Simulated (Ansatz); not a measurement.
Energy needed to pull apart CH5B3 (SMILES BB=CB), closed shell, into free ground-state atoms, from the structure below (at a frame of a short PBE0-D4/def2-SVP trajectory); no zero-point or spin–orbit terms; open-shell atoms are treated unrestricted, in their ground-state multiplicity.

| atom | x (Å) | y (Å) | z (Å) |
| --- | --- | --- | --- |
| B1 | 0.0623 | 1.9552 | -0.8189 |
| B2 | 0.4946 | 0.4551 | -0.2547 |
| C3 | 0.5970 | -0.9065 | 0.0537 |
| B4 | -0.6021 | -1.4925 | 0.7979 |
| H5 | 0.8890 | 2.4035 | -1.5672 |
| H6 | -0.9781 | 2.4703 | -0.4427 |
| H7 | 1.5728 | -1.4820 | -0.1254 |
| H8 | -0.5375 | -2.6824 | 1.0615 |
| H9 | -1.5752 | -0.8758 | 1.1678 |

Computed with Ansatz 0.2.0 (basis: def2-TZVPP); correlated methods freeze the cores.

```tsv
method	atomization energy (kJ/mol)
PBE-D4	3376
r2SCAN-D4	?
PBE0-D4	3334
wB97M-V	3314
HF	?
MP2	3256
CCSD	3158
CCSD(T)	3200
```

(1) What does r2SCAN-D4 give? (Judge from chemistry; the value comes from the calculation.)

(2) What does HF give? (Judge from chemistry; the value comes from the calculation.)

T1 diagnostic: at most 0.016.

Results:

(1) The calculation gives: 3345 kJ/mol, which is about 145 kJ/mol more than CCSD(T)/def2-TZVPP.

(2) The calculation gives: 2602 kJ/mol, which is about 597 kJ/mol less than CCSD(T)/def2-TZVPP.

In triple zeta the MP2 and coupled-cluster atomization energies are still short of their basis limit by a few kcal/mol a bond, whereas those of the functionals are nearly converged, so these differences are not deviations from converged CCSD(T).

For scale, one of the runs: CCSD(T)/def2-TZVPP forces, 194 basis functions, launched by `ansatz run in.yaml --threads 2 --pin off --events-out ev --progress --plain --max-ram 3481MiB`. Time: 6.4 min of wall clock on 2 CPU threads of an Arm Neoverse V2; the host was shared. Peak host memory: 2.3 GiB.
